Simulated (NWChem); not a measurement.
## Ionisation of hydrogen bromide (HBr)

SMILES: Br
```xyz
2

Br     0.0000     0.0000     0.0395
H      0.0000     0.0000    -1.3829
```
Charge 0, spin multiplicity 1.

Everything below was run with NWChem. Structure: optimised with PBE0/def2-SVP, a minimum by its harmonic frequencies.

Basis set: def2-TZVP. −ε marks an orbital energy of the parent.

The Hamiltonian is non-relativistic. B3LYP has NWChem's definition, with VWN1-RPA local correlation.

Task: For the first vertical ionisation energy, −ε(HOMO) of HF gives 11.80 eV and −ε(HOMO) of B3LYP gives 8.48 eV. What do −ε(HOMO) of PBE0, −ε(HOMO) of PBE give?

Result: −ε(HOMO) of PBE0: 8.75 eV; −ε(HOMO) of PBE: 7.41 eV.
